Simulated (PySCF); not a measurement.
# CdTe from Hartree–Fock to correlated methods

State: ³Π (triplet), unpaired electrons σ ↑, π ↑. Set-up: basis Cd def2-SVP with ECP28, Te def2-SVP with ECP28; scalar-relativistic core potentials; PySCF 2.14. De refers to Cd + Te in their high-spin ground configurations, without counterpoise correction. The functionals are run spin-unrestricted. A positive dipole means Cd(−)Te(+).

```
      Level  Re (Å)  ωe (cm⁻¹)  De (eV)  μ (D)  CPU s a point (SCF and correlation, without the integrals)
        UHF   2.828        139    0.249  -2.69                                                        0.23
    UHF-MP2   2.772        145    0.368    n/a                                                        0.48
UHF-SCS-MP2   2.798        138    0.254    n/a                                                         n/a
        PBE   2.843        126     0.66  -1.50                                                        0.83
       TPSS   2.826        131     0.69  -1.76                                                         1.2
     r²SCAN   2.790        141     0.73  -1.73                                                         1.1
    r²SCANh   2.784        143     0.71  -1.82                                                         1.3
       PBE0   2.805        137     0.65  -1.85                                                         1.3
        M06   2.927        102    0.497  -1.37                                                         1.3
      ωB97X   2.825        126     0.54  -1.82                                                         1.1
```

The bond length runs from 2.772 Å (UHF-MP2) to 2.927 Å (M06). De spans 0.25 eV (UHF, mean field) to 0.73 eV (r²SCAN, meta-GGA).

Correlated steps freeze 4 core orbitals. Correlated levels converge slowly with the basis: in double zeta they bind strong bonds too weakly, by up to about 1 eV, and carry superposition errors of some tenths. These are scalar-relativistic numbers at best; spin–orbit coupling would shift them, the dissociation energy most. The state was picked by a PBE0 search and need not be the measured ground state.

The whole job (state search and all levels along the bond) took about 2.5 min on 1 thread of Arm Neoverse V1 (shared host), peak memory 0.82 GiB.
